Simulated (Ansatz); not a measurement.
```yaml
crystal:
  periodic: [false, false, false]
  atoms:
    - {symbol: Tb, position_ang: [0.000674, -0.000169, 0.000506]}
    - {symbol: N, position_ang: [-0.004832, 0.016350, 2.501605]}
    - {symbol: H, position_ang: [0.837617, 0.414237, 2.942543]}
    - {symbol: H, position_ang: [-0.082975, -0.908977, 2.948967]}
    - {symbol: H, position_ang: [-0.768087, 0.549766, 2.943338]}
    - {symbol: N, position_ang: [-0.009936, -0.008996, -2.500077]}
    - {symbol: H, position_ang: [-0.827382, -0.460215, -2.936674]}
    - {symbol: H, position_ang: [0.784270, -0.490177, -2.947357]}
    - {symbol: H, position_ang: [0.004850, 0.920134, -2.946040]}
    - {symbol: N, position_ang: [2.501536, -0.019353, 0.004449]}
    - {symbol: H, position_ang: [2.949674, 0.908464, -0.023838]}
    - {symbol: H, position_ang: [2.945842, -0.512532, -0.783982]}
    - {symbol: H, position_ang: [2.939040, -0.460877, 0.826730]}
    - {symbol: N, position_ang: [-2.499915, 0.012294, -0.026963]}
    - {symbol: H, position_ang: [-2.931759, 0.571585, -0.777411]}
    - {symbol: H, position_ang: [-2.953024, 0.379319, 0.822935]}
    - {symbol: H, position_ang: [-2.944719, -0.910250, -0.143129]}
    - {symbol: N, position_ang: [0.015045, 2.500437, 0.012003]}
    - {symbol: H, position_ang: [0.301873, 2.934896, 0.901624]}
    - {symbol: H, position_ang: [-0.894071, 2.947176, -0.178869]}
    - {symbol: H, position_ang: [0.639812, 2.948566, -0.674472]}
    - {symbol: N, position_ang: [-0.001455, -2.500625, 0.008271]}
    - {symbol: H, position_ang: [-0.211099, -2.944828, -0.897932]}
    - {symbol: H, position_ang: [-0.680654, -2.944193, 0.644192]}
    - {symbol: H, position_ang: [0.889646, -2.942012, 0.279563]}
basis:
  gaussian: {orbitals: def2-TZVP, initial_orbitals: start.molden}
total_charge: 3
magnetization: {spin_polarized: true, initial_magnetization: 6}
hamiltonian: {xc: {name: wB97M-V}}
scf: {omitted_lower_state_checks: [starts]}
output: {orbitals: {seedname: orbitals}}
```

The file start.molden holds the orbitals of an earlier run on this structure, at another level or in another basis.

```sh
$ ansatz run in.yaml --threads 4 --pin off --events-out ev --progress --plain --max-ram 6963MiB
```

Problem. Does this run fit into the memory that it is given?

Solution. No. It has 387 basis functions, and Ansatz plans for 8 GiB where 7 GiB are given.
